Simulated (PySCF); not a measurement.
BF2, SMILES F[B]F, multiplicity 2. Atoms are numbered in the order given.

```xyz
3

F      0.0000    -1.1506    -0.1404
B      0.0000     0.0000     0.5055
F      0.0000     1.1506    -0.1404
```
Charge 0, spin multiplicity 2.

Geometry: PBE-D3(BJ)/def2-TZVP. The isomer is the one that the SMILES or the coordinates give; other isomers of the formula were not compared.

The numbers are results of PBE-D3(BJ)/def2-TZVP run with PySCF, not measurements.

No scaling factor is applied to the harmonic values.

| mode | ν (cm⁻¹) | IR (km/mol) | moving atoms (share of kinetic energy) |
|---|---|---|---|
| 1 | 502 | 19.2 | F 76 %, B 24 % |
| 2 | 1124 | 89.9 | B 54 %, F 46 % |
| 3 | 1385 | 334.9 | B 73 %, F 27 % |
